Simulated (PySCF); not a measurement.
C$_{4}$H$_{11}$AlO, singlet, at a GFN2-xTB geometry (such geometries of metal compounds can be far from the true shape). Base run: CAMB3LYP/6-31G, polarisability run with PySCF.

Input for PySCF:
```python
from pyscf import gto, scf, dft
from pyscf.prop import polarizability

mol = gto.M(
    atom='''
Al   -0.62770021    0.67268672   -0.01875958
H    -1.58998940    1.76753915    0.46232122
C    -0.52983802    0.21692995   -1.97163447
C    -1.51369798    1.10283678   -2.74641748
H    -0.76652582   -0.83885503   -2.16499728
H     0.48034484    0.35676092   -2.38159724
H    -1.27322208    2.15615501   -2.60610779
H    -2.53091862    0.95124374   -2.38686391
H    -1.49347376    0.88723703   -3.81535414
O     0.24694300   -0.02459256    1.18809161
C     1.02139160   -0.66643220    2.15850358
C     1.87266504   -1.77016498    1.54324497
H     1.66779641    0.07599293    2.64219488
H     0.35437937   -1.09110698    2.91852481
H     2.53595056   -1.34831888    0.79172837
H     2.46581770   -2.25744169    2.31274341
H     1.23127559   -2.50641059    1.06436977
''',
    basis='6-31g',
    verbose=4,
)

mf = dft.RKS(mol)
mf.xc = 'camb3lyp'
mf.kernel()
alpha = mf.Polarizability().polarizability()[2, 2]
print('alpha_zz =', alpha)
```

Variants of this job, named by their change:

```tsv
change	alpha_zz (bohr³)	basis functions	core-seconds (rough)	outcome
base	76.32	80	90	converged
finite field (a.u.) = 0.001; conv_tol = 1e-6	76.15	80	90	converged
finite field (a.u.) = 0.001; conv_tol = 1e-11	76.32	80	100	converged
finite field (a.u.) = 2e-4; conv_tol = 1e-6	72.18	80	70	converged
basis = 6-31+G*	-	-	-	cut at the time limit
finite field (a.u.) = 0.005; conv_tol = 1e-11	76.34	80	100	converged
basis = STO-3G	…	…	30	converged
finite field (a.u.) = 0.05; conv_tol = 1e-11	78.76	80	200	converged
```

Problem. What belongs in the gaps?

Solution. 
- basis = STO-3G, alpha_zz (bohr³): 45.55
- basis = STO-3G, basis functions: 45

Finite-field rows take the second difference of the energy in a field along z; a small field with loose convergence shows SCF noise divided by the square of the field, and a large one adds hyperpolarisability.
